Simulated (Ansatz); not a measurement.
Species: CH$_{7}$B$_{2}$N, SMILES `BNBC` (H–B–N–B torsion 0°, B–N–B–C torsion 180°) (charge 0, multiplicity 1).

**Question.** Give a relaxed geometry from B3LYP-D3(BJ)/def2-TZVP in Ansatz (a first-principles code).

**Answer.** This is not unique; one that fits is the end point of this relaxation, one of several conformers (outside a Z-matrix the atoms follow the SMILES, hydrogens last).
Cartesian coordinates (Å) in one orientation:
```xyz
11

B     -2.145    -0.012    -0.128
N     -0.788     0.386    -0.077
B      0.356    -0.463    -0.176
C      1.817     0.092    -0.106
H     -2.401    -1.165    -0.268
H     -3.001     0.814    -0.031
H     -0.606     1.375     0.044
H      0.148    -1.630    -0.318
H      2.364    -0.392     0.711
H      2.365    -0.178    -1.016
H      1.891     1.174     0.027
```
